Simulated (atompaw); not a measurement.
# Building the PAW (atompaw) potential for Au (Z = 79) (PBE, scalar-relativistic).

Au, PAW, made with atompaw 4.2.0.5 (PBE, scalar-relativistic). Core [Kr] 4d10 4f14, reference 5s2 5p6 5d10 6s1 6p0. Waves: 5s (bound); 6s (bound); 5p (bound); 6p (bound, empty); 5d (bound); 5d channel at 2.45 Ry. Local part: troulliermartins scheme with l = 3 at 1 Ry, radius 1.85 bohr. Core correction: smooth core density matched at 1.35 bohr. Augmentation charge: sinc compensation charge, radius 1.55 bohr; PAW radius 1.95 bohr; waves and projectors: bloechl.

Poles of the logarithmic derivatives, all-electron (AE) and pseudo (PS). s: poles at -7.8 (AE) and -7.8 (PS) Ry. p: poles at -4.0 (AE) and -4.0 (PS) Ry. d: poles at 0.8 (AE) and 0.8 (PS) Ry. Test radius 1.96 bohr.

- Cutoffs needed: 55 Ry and 90 Ry (the cutoffs (Ry, on a coarse ladder) from which the occupation-weighted sum of valence levels, in a spherical-Bessel basis at the reference potential, stays within 10 and 1 mRy of its value at 400 Ry)
- Ghost test: no extra level below or beside the all-electron valence levels (s, p, d, f tested) (spherical-Bessel basis up to 400 Ry, 20 bohr box)
- Lowest eigenvalue of the overlap operator: 0.42 (s channel)
- Overlap eigenvalues printed by atompaw (projector basis): 0.195, 0.249, 0.544, 1.97, 3.95, 18.6
- Share of each valence orbital outside the PAW sphere: 5s 0 %, 6s 81 %, 5p 2 %, 6p 97 %, 5d 25 %
